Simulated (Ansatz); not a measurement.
Program: Ansatz. Geometries: PBE0-D4/def2-TZVP. ΔE: electronic, gas phase. CCSD(T)/CBS is the MP2 limit (def2-TZVPP, def2-QZVPP) plus CCSD(T) − MP2 in def2-TZVPP, frozen cores. Functionals use def2-TZVPP. HSE06 is defined as in plane-wave codes. For As outer-core shells are correlated without core-valence functions, which leaves a few kJ/mol of doubt a bond. Scalar relativity is left out up to krypton. One conformer a species, not always the lowest.

Reaction (ligand exchange at the Si–C bond): `CC(O)([SiH3])Cl` + `O[AsH2]` → `[SiH3]O[AsH2]` + `CC(O)Cl`

`CC(O)([SiH3])Cl`:

Cartesian coordinates in Å:
```
C 1.343 -0.514 0.464
C 0.035 0.234 0.441
O -0.704 -0.176 1.540
Si -0.932 0.097 -1.200
Cl 0.406 2.038 0.585
H 1.991 -0.192 -0.351
H 1.145 -1.584 0.365
H 1.852 -0.338 1.414
H -1.555 0.274 1.540
H -2.220 0.813 -1.007
H -1.204 -1.339 -1.476
H -0.157 0.690 -2.315
```

`O[AsH2]`:

```xyz
5

O    -0.393   -0.068   -1.037
As   -0.134    0.040    0.742
H    -1.340   -0.092   -1.194
H     0.954   -1.030    0.807
H     0.913    1.151    0.681
```

`[SiH3]O[AsH2]`:

```xyz
8

Si   -0.526    1.017    0.679
O     0.302    0.156   -0.451
As    0.454   -1.634   -0.502
H    -0.004    0.749    2.047
H    -1.975    0.676    0.660
H    -0.344    2.450    0.344
H     0.138   -1.768   -1.991
H     1.955   -1.646   -0.786
```

`CC(O)Cl`:

Cartesian coordinates in Å:
```
C 0.480 0.781 -0.159
C -0.143 -0.459 0.428
O -1.458 -0.645 0.074
Cl 0.871 -1.899 -0.055
H 1.508 0.899 0.182
H 0.487 0.724 -1.250
H -0.103 1.652 0.149
H -0.110 -0.462 1.516
H -1.533 -0.591 -0.885
```

Is it downhill or uphill in electronic energy at CCSD(T)/CBS, and by how much? (Estimate.)

Ansatz gave: Downhill: ΔE = -112.2 kJ/mol.

What do these levels give: revPBE-D4, r2SCAN-D4, PBE0-D4, HSE06, CAM-B3LYP, HF/def2-QZVPP? (Estimate.)

The calculation gave: revPBE-D4 -94.7, r2SCAN-D4 -109.5, PBE0-D4 -105.7, HSE06 -108.7, CAM-B3LYP -122.5, HF/def2-QZVPP -146.5 kJ/mol.

Largest T1 diagnostic among the species: 0.012.

The D4 term adds +6.0 kJ/mol with B3LYP and +3.3 kJ/mol with PBE0; it sums over pairs of atoms, weighted by their polarisabilities, and B3LYP, whose exchange is more repulsive, gets the larger term. In def2-TZVPP, CCSD(T) changes the Hartree–Fock value by +30.5 kJ/mol (the triples alone add +5.0 kJ/mol) and MP2 by +29.3 kJ/mol.

B3LYP here is the variant with VWN-RPA as its local correlation; programs differ in this.
